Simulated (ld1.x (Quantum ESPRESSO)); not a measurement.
# Before and after: RRKJ potential for N

ld1.x (Quantum ESPRESSO) 7.5 input, shortened:

```
&input
   title='N', zed=7., rel=0, dft='PBE', iswitch=3,
   config='[He] 2s2 2p2.5 3d-2'
 /
 &inputp
   pseudotype=2, tm=.false., lloc=2,
   nlcc=.true., rcore=0.45
 /
3
2S  1  0   2.00   0.00  1.00  1.00  0.0
2P  2  1   2.50   0.00  1.95  1.95  0.0
3D  3  2  -2.00   0.05  1.55  1.55  0.0
 &test
   configts(1)='2s2 2p2.5'
 /
```

All-electron outer shells of the reference configuration (PBE, non-relativistic, ld1.x):

| shell | level (eV) | outermost node (bohr) | outermost maximum (bohr) |
| --- | --- | --- | --- |
| 2s | -25.09 | 0.32 | 1.00 |
| 2p | -13.45 | – | 0.94 |

Change: wave 3d channel at 0.05 Ry: rc 1.55 bohr becomes 3d channel at 0.05 Ry: rc 2.14 bohr.

Cutoffs: the cutoffs (Ry, on a coarse ladder) from which the occupation-weighted sum of valence levels, in a spherical-Bessel basis at the reference potential, stays within 10 and 1 mRy of its value at 400 Ry; they do not see the model core or the augmentation charge, which bear on the density cutoff. Errors are all-electron minus pseudo energies relative to the spin-unpolarised reference configuration.

Problem. What does the change do?

Solution. The potential gets neither clearly harder nor softer (80 Ry and 100 Ry → 80 Ry and 100 Ry); of the 7 tests that both files solve, the error grows in 2 and shrinks in 0 by more than 15 % and 0.3 meV (median size 64.5 → 62.5 meV); neither file shows a bound ghost.

| quantity | base | changed |
| --- | --- | --- |
| cutoff, loose | 80 Ry | 80 Ry |
| cutoff, tight | 100 Ry | 100 Ry |
| bound ghosts | none | none |
| error for 2s2 2p3, meV [ΔE -5.10 eV] | +7.0 | +8.1 |
| error for 2s2 2p2, meV [ΔE 8.50 eV] | +20 | +21 |
| error for 2s2 2p1, meV [ΔE 37.36 eV] | +366 | +381 |
| error for 2s2 2p0, meV [ΔE 84.44 eV] | +1745 | +1778 |
| error for 2s2 2p3.3, meV [ΔE -6.72 eV] | +12 | +14 |
| error for 2s1 2p3, meV [ΔE 20.25 eV] | -65 | -62 |
| error for 2s0 2p5, meV [ΔE 17.88 eV] | +72 | +72 |
